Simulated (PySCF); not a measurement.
## Dipole response of Kr³⁺ (krypton, charge +3)

[Ar] 3d10 4s2 4p3, high-spin 4S determinant. Computed with PySCF 2.14 in aug-cc-pwCVTZ-PP with ECP10MDF (8s7p6d4f1g, 96 functions), with a scalar-relativistic core potential. Coupled (time-dependent) response in atomic units; α is the mean over directions.

```
method  mean α (bohr³)  C₆ (like pair)  S(−4)
   UHF           5.586           22.15  7.612
   PBE           5.486           21.79  6.778
  PBE0           5.487           21.77  6.860
  PW91           5.486           21.77  6.797
  MN15           5.508           21.38  7.129
```

S(−4) is the Cauchy moment in α(ω) = α(0) + S(−4) ω² + …

α(iu) at PBE:

```csv
u (hartree),α(iu) (bohr³)
0,5.486
0.0500,5.470
0.100,5.420
0.200,5.230
0.300,4.945
0.500,4.225
0.750,3.318
1.00,2.578
1.50,1.624
2.00,1.111
3.00,0.6337
5.00,0.3153
```

A single London oscillator, α(iu) = α/(1 + u²/ω²), gives C₆ = (3/4) ω α². Matching the computed C₆ needs ω = 4 × 21.79 / (3 × 5.486²) = 0.965 hartree.

For an ion, C₆ is the dispersion term alone; charge-induced terms of lower order in 1/R come first.

Energies and moments cover only the electrons outside the core potential.
